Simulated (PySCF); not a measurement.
**Orbital picture of Sr2**

TPSS at R = 4.700 Å; basis Sr def2-SVPD with ECP28; scalar-relativistic core potentials; PySCF 2.14. State: ¹Σg⁺ (singlet), closed shell. Only the outer orbitals are listed.

| orbital | occ. | ε (eV) | main shells (%) |
| --- | --- | --- | --- |
| πu | 2 | -23.34 | 100 p |
| πu | 2 | -23.34 | 100 p |
| πg | 2 | -23.34 | 100 p |
| πg | 2 | -23.34 | 100 p |
| σg | 2 | -23.30 | 100 p |
| σu | 2 | -23.28 | 100 p |
| σg | 2 | -4.03 | 92 s |
| σu | 2 | -3.12 | 86 s, 11 p |
| σg | 0 | -1.75 | 61 p, 30 d, 10 s |
| πu | 0 | -1.72 | 58 p, 42 d |
| πu | 0 | -1.72 | 58 p, 42 d |

Which are the highest filled and the lowest empty level, where do they sit, and how wide is the gap?

Highest filled σu at -3.12 eV (in %: 86 s, 11 p); lowest empty σg at -1.75 eV (in %: 61 p, 30 d, 10 s); the gap at TPSS is 1.37 eV.

The bond order (Mayer) is 0.73 and the ⟨S²⟩ is 0.000.

Closed-shell solutions of metal pairs were not tested for spin polarisation, which can lower them a little.
